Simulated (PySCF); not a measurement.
Computed structure and properties of [Yb(P5)]2+

System: [Yb(P5)]2+ (singlet in the valence; each metal's 4f electrons, 13 of them, lie in its core potential, out of spins and levels); start: template (C5v). Method: PySCF 2.14.0, RKS BP86, Yb lcecp-1-SVP with ECP59, P def2-SVP; non-relativistic Hamiltonian with scalar-relativistic core potentials where named; density fitting; no spin-orbit coupling.

Input of the relaxation:

```python
mol = gto.M(atom='''
Yb    -0.00000    -0.00000    -1.03314
P      1.79998     0.00002     1.16036
P      0.55620     1.71189     1.16036
P     -1.45623     1.05799     1.16036
P     -1.45620    -1.05802     1.16036
P      0.55625    -1.71188     1.16036''',
    basis={'Yb': 'lcecp-1-SVP', 'P': 'def2-SVP'},
    ecp={'Yb': 'lcecp-1-SVP'},
    charge=2, spin=0)
mf = dft.RKS(mol, xc='B88,P86')
mf.grids.atom_grid = (50, 194)  # f atoms: unpruned, at least (60, 302)
mf = mf.density_fit()  # fitting sets: Yb AutoAux, P def2-universal-JKFIT
mf.conv_tol = 1e-08; mf.max_cycle = 55
mf.kernel(dm0)  # dm0: converged density of the start geometry
# quasi-Newton relaxation in Cartesian coordinates to a largest gradient under 0.00045 Eh/bohr, steps kept in the point group
```

Run from Python with OMP_NUM_THREADS=2; the lines above give its settings. Where DIIS fails, smearing, a level shift and second-order steps follow.
It took 42 s on 2 threads of Intel(R) Xeon(R) CPU @ 2.60GHz (Ice Lake), on a shared host, from the converged density of the start.

Course of the relaxation:

```csv
step,energy above end (eV),largest force component within the symmetry (eV/Å)
0,0.1835,1.294
1,0.0295,0.491
2,0.0010,0.092
3,0.0002,0.063
4,0.0001,0.042
5,0.0000,0.008
```

Relaxed geometry (C5v):

```xyz
6

Yb    0.0000    0.0000   -1.0178
P     1.8604    0.0000    1.1573
P     0.5749    1.7694    1.1573
P    -1.5051    1.0935    1.1573
P    -1.5051   -1.0935    1.1573
P     0.5749   -1.7693    1.1573
```

| contact | Å |
| --- | --- |
| Yb1–P5 (P5) | 2.862 |

On the finer grid (75, 302):

```
HOMO                                                          : -15.22 eV
LUMO                                                          : -14.07 eV
Dipole about the centre of mass                               : 2.60 D
Set of Mulliken populations of Yb1 outside the core potential : s 2.51, p 6.32, d 1.04, f 0.01
D3(BJ) dispersion energy (not in the energies)                : -1.022 eV
```

```json
{"atom": "Yb1", "Mulliken (e)": "1.12", "Löwdin (e)": "0.52", "spin (e)": "0.00"}
{"atom": "P2", "Mulliken (e)": "0.18", "Löwdin (e)": "0.30", "spin (e)": "0.00"}
{"atom": "P3", "Mulliken (e)": "0.18", "Löwdin (e)": "0.30", "spin (e)": "0.00"}
{"atom": "P4", "Mulliken (e)": "0.18", "Löwdin (e)": "0.30", "spin (e)": "0.00"}
{"atom": "P5", "Mulliken (e)": "0.18", "Löwdin (e)": "0.30", "spin (e)": "0.00"}
{"atom": "P6", "Mulliken (e)": "0.18", "Löwdin (e)": "0.30", "spin (e)": "0.00"}
```

The 4f levels lie in the core potential and are missing. Their spin isn't counted.

On the grid (50, 194), as all that follows. Harmonic modes: a minimum; lowest 78 cm⁻¹ (negative: unstable), highest 430 cm⁻¹, zero-point energy 0.209 eV.

Taking off one P5 (charge -1, singlet; the rest: singlet) in vacuum, both parts rigid, costs 23.16 eV; the small basis without counterpoise inflates it. Most of it is the attraction of opposite charges; other ways to part are cheaper, and one spin state was tried for the rest.

Rigid scan of P5 along the line from its metal:

```json
{"distance to the ring centre (Å)": "1.88", "energy (eV)": "0.601"}
{"distance to the ring centre (Å)": "1.98", "energy (eV)": "0.249"}
{"distance to the ring centre (Å)": "2.08", "energy (eV)": "0.058"}
{"distance to the ring centre (Å)": "2.18", "energy (eV)": "0.000"}
{"distance to the ring centre (Å)": "2.28", "energy (eV)": "0.049"}
{"distance to the ring centre (Å)": "2.38", "energy (eV)": "0.184"}
{"distance to the ring centre (Å)": "2.58", "energy (eV)": "0.636"}
```

One start shape was tried, so this needn't be the lowest isomer.

An lcecp potential fixes the number of 4f electrons, so in runs with it no electron can move into or out of that shell.
